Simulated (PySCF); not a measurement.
**Excitation energy of Tc⁺ by level of theory**

Tc⁺ [Kr] 4d5 5s1 (7S) → Tc⁺ [Kr] 4d4 5s1 5p1 (high-spin determinant), as a difference of total energies. All numbers are calculated (PySCF 2.14, a scalar-relativistic core potential, in def2-TZVPPD with the def2 core potential (28 electrons)). Correlated levels: valence: 4s2 4p6 frozen. The calculations carry no spin-orbit coupling.

```json
{"method": "UHF", "excitation energy (eV)": "8.274"}
{"method": "MP2 (valence)", "excitation energy (eV)": "8.812"}
{"method": "SCS-MP2 (valence)", "excitation energy (eV)": "8.453"}
{"method": "CCSD (valence)", "excitation energy (eV)": "8.793"}
{"method": "CCSD(T) (valence)", "excitation energy (eV)": "8.803"}
```

Task: How much does correlation contribute at CCSD(T) (valence)?

Result: 8.803 − (8.274) = 0.529 eV, measured against UHF.

The determinant of the upper state mixes LS terms, which raises its energy above the lowest term, most at the Hartree-Fock and MP2 levels.
